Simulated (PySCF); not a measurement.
C₂H₆F₂Si. Atoms are numbered in the order given.

```xyz
11

C      0.9619     1.7562     0.0000
Si    -0.7061     0.8989     0.0000
C     -0.3725    -0.9970     0.0000
F      0.3722    -1.3163    -1.1086
F      0.3722    -1.3163     1.1086
H      1.5361     1.4591     0.8913
H      0.8563     2.8520     0.0000
H      1.5361     1.4591    -0.8913
H     -1.5073     1.2179    -1.2163
H     -1.5073     1.2179     1.2163
H     -1.2647    -1.6510     0.0000
```

The structure is a stationary point at B3LYP-D3(BJ)/def2-SVP. The values are those of a single conformer.

All values below come from PySCF with B3LYP-D3(BJ)/def2-SVP.

Frequencies are harmonic and unscaled.

Computed harmonic wavenumbers and intensities:
```
mode  ν (cm⁻¹)  IR (km/mol)  Raman (Å⁴/amu)  depolarisation  moving atoms (share of kinetic energy)
----  --------  -----------  --------------  --------------  --------------------------------------
1           69          0.8             0.1            0.75                  F 49 %, C 23 %, H 21 %
2          133          4.4             0.6            0.72          C 40 %, F 28 %, H 23 %, Si 9 %
3          137          0.2             0.0               –                                  H 93 %
4          226          0.9             0.1            0.75         F 56 %, H 23 %, C 11 %, Si 10 %
5          362         17.8             2.2            0.36                 Si 44 %, F 40 %, H 12 %
6          503         11.5             1.3            0.75                          H 89 %, Si 9 %
7          537          7.0             1.1            0.75                  F 69 %, C 20 %, H 10 %
8          629         20.2            12.8            0.23         H 40 %, C 36 %, F 13 %, Si 12 %
9          670         31.3            14.8            0.75                                  H 85 %
10         690          0.8            16.1            0.32                 C 46 %, H 38 %, Si 16 %
11         787         26.0             3.4            0.75                 H 49 %, C 35 %, Si 15 %
12         886         22.7             6.0            0.75                          H 77 %, C 18 %
13         912        187.0             3.7            0.69                 H 73 %, Si 16 %, C 10 %
14         955         89.1            15.5            0.75                                  H 95 %
15        1065        148.8             2.8            0.75                          C 60 %, F 34 %
16        1114         83.5             2.9            0.74                  C 53 %, F 35 %, H 11 %
17        1272         15.4             0.5            0.11                          H 79 %, C 21 %
18        1325         37.8             3.4            0.21                          H 69 %, C 28 %
19        1363          4.9             7.5            0.75                           H 89 %, C 9 %
20        1431          3.8            12.5            0.75                                  H 96 %
21        1439          4.5            10.6            0.75                                  H 96 %
22        2227         87.5           170.9            0.09                                  H 98 %
23        2230        130.0            76.9            0.75                                  H 96 %
24        3033         42.3           144.3            0.25                                  H 92 %
25        3038          3.3           110.9            0.00                                  H 97 %
26        3135          1.5            68.6            0.75                           H 91 %, C 9 %
27        3136          2.1            84.9            0.74                           H 91 %, C 9 %
```
